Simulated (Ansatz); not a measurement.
Total energies of BCl2F from Ansatz at r2SCAN-D4/def2-TZVPD, gas phase (1 Eh = 27.2114 eV = 2625.5 kJ/mol). The reference geometry is relaxed at r2SCAN-D4/def2-TZVP.

| atom | x (Å) | y (Å) | z (Å) |
| --- | --- | --- | --- |
| B1 | -0.025 | 0.031 | 0.087 |
| Cl2 | 1.072 | 0.993 | -0.866 |
| Cl3 | -0.675 | -1.476 | -0.502 |
| F4 | -0.372 | 0.452 | 1.282 |

| state | geometry | energy (Eh) |
| --- | --- | --- |
| charge 0 singlet | reference | -1045.20373 |
| charge -1 doublet | reference | -1045.17912 |
| free B atom (doublet) | – | -24.63682 |
| free Cl atom (doublet) | – | -460.11735 |
| free F atom (doublet) | – | -99.72844 |

Q: Work out the vertical electron affinity, to the doublet.

A: E(charge 0 singlet) − E(charge -1 doublet) = -1045.20373 − (-1045.17912) = -0.02461 Eh = -0.67 eV; negative, so the extra electron isn't bound.

Q: What is the binding energy per atom against free atoms?

A: Atoms: 1 × (-24.63682) + 2 × (-460.11735) + 1 × (-99.72844) = -1044.59996 Eh. Binding: -1044.59996 − (-1045.20373) = 0.60377 Eh = 16.43 eV, or 4.11 eV for each of 4 atoms (no zero-point energy, no counterpoise term).

At r2SCAN-D4/def2-TZVPD the highest occupied level of the charge -1 doublet lies above zero (up to 2.19 eV). By energy differences it is unbound by 0.67 eV (vertical, to the charge 0 singlet, at r2SCAN-D4/def2-TZVPD) and held by the finite basis.
